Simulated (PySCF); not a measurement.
## How many f electrons in LaN?

Unrestricted PBE0; basis La x2c-SVPall, N x2c-SVPall; spin-free X2C with a Gaussian nucleus; PySCF 2.14. The search starts from ions with several 4f fillings and holds each by maximum overlap.

The lowest solution has 2Ms+1 = 1, about 0.1 4f electrons, near 1.80 Å.

Solutions at the starting distance of 2.070 Å, counted from the lowest; the search is not exhaustive:

```json
{"2Ms+1": "1", "4f population": "0.11", "E (eV)": "0.00", "⟨S²⟩": "0.00", "⟨Lz²⟩": "0.0", "μ (D)": "-8.28"}
{"2Ms+1": "3", "4f population": "0.13", "E (eV)": "0.39", "⟨S²⟩": "2.01", "⟨Lz²⟩": "0.0", "μ (D)": "-4.16"}
{"2Ms+1": "1", "4f population": "0.13", "E (eV)": "0.61", "⟨S²⟩": "1.02", "⟨Lz²⟩": "1.1", "μ (D)": "-4.33"}
{"2Ms+1": "3", "4f population": "0.11", "E (eV)": "1.11", "⟨S²⟩": "2.01", "⟨Lz²⟩": "4.0", "μ (D)": "-7.40"}
{"2Ms+1": "3", "4f population": "0.15", "E (eV)": "1.79", "⟨S²⟩": "2.02", "⟨Lz²⟩": "1.0", "μ (D)": "-4.18"}
{"2Ms+1": "5", "4f population": "0.10", "E (eV)": "2.42", "⟨S²⟩": "6.01", "⟨Lz²⟩": "5.0", "μ (D)": "-2.26"}
{"2Ms+1": "5", "4f population": "0.12", "E (eV)": "3.13", "⟨S²⟩": "6.01", "⟨Lz²⟩": "2.1", "μ (D)": "-0.10"}
{"2Ms+1": "5", "4f population": "0.13", "E (eV)": "3.31", "⟨S²⟩": "6.01", "⟨Lz²⟩": "2.2", "μ (D)": "-0.19"}
```

Partly filled real f orbitals mix terms, so no term symbols are given. A positive dipole means La(−)N(+).

Spin–orbit coupling is left out. Counting both spins, an empty level lies below a filled one in some of these solutions, because spin and occupation are held.
